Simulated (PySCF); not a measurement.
## Calculated NMR data

- GIAO PBE0/pcSseg-1 shieldings
- geometry from GFN2-xTB
- run in PySCF
- non-relativistic, one conformer, one averaged value for each set of equivalent atoms, no solvent model

Scale: TMS for 1H (σ = 31.72 ppm), 13C (σ = 186.93 ppm) (reference shieldings calculated alike). Splittings of carbon signals by F and P are missing where no couplings were computed. Where no couplings were computed, multiplicities follow the n + 1 count of equivalent neighbours, and m marks all less simple cases (inequivalent or close neighbours, rings, F or P nearby). Shifts are as computed. Against solution values, carbons near 30 ppm lie about +3 ppm off and those near 130 ppm about +5 ppm. Of 1211 compounds with measured shifts, 218 miss one by over three times the rms of a fit or turn the order of signals round; such compounds aren't used in these exercises.

Compound 1 (C$_{7}$H$_{14}$P$_{2}$). 1H NMR (400 MHz, computed): δ 6.59 (m, 1H), 5.91 (m, 1H), 5.47 (m, 1H), 1.95 (m, 4H), 1.73 (m, 4H), 1.04 (m, 3H). 13C{1H} NMR (computed): δ 152.6 (CH), 125.6 (CH2), 31.9 (CH2), 29.1 (CH2), 17.4 (CH3). Structure: `C=CP1CCP(C)CC1`.

Compound 2 (C$_{7}$H$_{13}$P). 1H NMR (400 MHz, computed): δ 1.63 (m, 6H), 1.53 (m, 6H), 1.34 (m, 1H). 13C{1H} NMR (computed): δ 26.2 (CH2), 25.2 (CH), 19.0 (CH2). Structure: SMILES P12CCC(CC1)CC2.
